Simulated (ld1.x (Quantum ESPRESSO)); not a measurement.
# Sc (Z = 21): one change to an RRKJ potential, before and after

* Element: scandium
* Generator: ld1.x (Quantum ESPRESSO) 7.5
* Type: norm-conserving RRKJ (Kleinman–Bylander form)
* Functional: LDA (PZ)
* Relativity: scalar-relativistic
* Frozen core: [Ne] 3s2
* Valence charge: 9
* Reference configuration: 3p6 3d1 4s1.5 4p0 (charge +0.5)
* Partial waves: 3p (bound): rc 1.25 bohr; 3d (bound): rc 1.75 bohr; 4s (bound): rc 2.45 bohr
* Local potential: the s channel
* Core correction: Bessel-smoothed model core inside 0.95 bohr

Change: functional PBEsol.

Cutoffs: the cutoffs (Ry, on a coarse ladder) from which the occupation-weighted sum of valence levels, in a spherical-Bessel basis at the reference potential, stays within 10 and 1 mRy of its value at 400 Ry; they do not see the model core or the augmentation charge, which bear on the density cutoff. Errors are all-electron minus pseudo energies relative to the spin-unpolarised reference configuration.

What does the change do?

The potential gets neither clearly harder nor softer (80 Ry and 100 Ry → 80 Ry and 100 Ry); the number of tests that count goes from 9 to 7; of the 7 tests that both files solve, the error grows in 3 and shrinks in 0 by more than 15 % and 0.3 meV (median size 20.6 → 21.2 meV); neither file shows a bound ghost at the reference potential, the only one tested.

| quantity | base | changed |
| --- | --- | --- |
| cutoff, loose | 80 Ry | 80 Ry |
| cutoff, tight | 100 Ry | 100 Ry |
| bound ghosts | none | none |
| error for 3p6 3d1 4s2 4p0, meV [ΔE -2.82 → -2.76 eV] | +0.3 | +0.1 |
| error for 3p6 3d1 4s1 4p0, meV [ΔE 4.24 → 4.14 eV] | -0.4 | -0.7 |
| error for 3p6 3d1 4s0 4p0, meV [ΔE 17.20 → 16.80 eV] | -14 | -17 |
| error for 3p6 3d1.5 4s1.5 4p0, meV [ΔE -2.18 → -2.08 eV] | -21 | -21 |
| error for 3p6 3d1 4s0 4p2, meV [ΔE 3.00 → 2.93 eV] | -1167 | -1067 |
| error for 3p6 3d0 4s2 4p0, meV [ΔE 5.78 → 5.64 eV] | -76 | -90 |
| error for 3p6 3d0 4s0 4p0, meV [ΔE 42.29 → 41.61 eV] | -26 | -35 |
| s: phases at 2.65 bohr within 0.05 rad from the reference energy up to (Ry; the scan ends near 5) | 0.5 | 0.5 |
| p: phases at 2.65 bohr within 0.05 rad from the reference energy up to (Ry; the scan ends near 5) | -1.3 | -1.2 |
| d: phases at 2.65 bohr within 0.05 rad from the reference energy up to (Ry; the scan ends near 5) | 0.2 | 0.2 |

Base: These tests converged, but a pseudo level misses the all-electron one widely, so the file describes the atom poorly there or has found another state: 3p6 3d0 4s0 4p0: empty 4p by 2.6 eV. Changed file: These tests converged, but a pseudo level misses the all-electron one widely, so the file describes the atom poorly there or has found another state: 3p6 3d0 4s0 4p0: empty 4p by 2.5 eV.
